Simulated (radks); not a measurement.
The numbers below are computed, except where a source is named.
Task: Radial electron density D(r) = 4 pi r^2 rho(r) of an atom or ion with 19 electrons. Code: a radial shooting solver on a logarithmic mesh with Libxc functionals. Model: scalar-relativistic Kohn-Sham, LDA (Slater exchange, VWN5 correlation), spin-polarised, spherical densities, finite nucleus; Fermi nuclear charge, rms radius of each element as measured or else 0.836 A^(1/3) + 0.57 fm.

```
   r/bohr * D(r) (the largest magnitude, 33.3, reaches the edge; | marks zero)
 0.002272 |*
 0.002865 | *
 0.003613 |  *
 0.004557 |   *
 0.005747 |     *
 0.007247 |        *
  0.00914 |           *
  0.01153 |                *
  0.01454 |                      *
  0.01833 |                              *
  0.02312 |                                     *
  0.02916 |                                            *
  0.03677 |                                                *
  0.04637 |                                                *
  0.05848 |                                             *
  0.07375 |                                        *
    0.093 |                                      *
   0.1173 |                                         *
   0.1479 |                                                 *
   0.1865 |                                                      *
   0.2352 |                                                  *
   0.2991 |                                   *
   0.3771 |                     *
   0.4756 |                *
   0.5998 |                   *
   0.7564 |                    *
    0.954 |               *
    1.203 |      *
    1.517 | *
    1.913 *
    2.413 *
    3.043 *
```

What is the nuclear charge?

Result: Z = 25. The innermost maximum, from 1s, lies near gamma/Z bohr with gamma = sqrt(1 - (Z/c)^2) = 0.983, here 0.0393 bohr (found: 0.0425), and its height grows with Z. The density is that of the manganese ion Mn6+ in [Ar] 3d1; the configuration itself is not fixed sharply by these data, and Z only to about a unit. D(r) has 3 maxima, at r = 0.0425, 0.193, 0.698 bohr, and minima at 0.0930, 0.468 bohr, inside which lie 2.12, 10.45 electrons.
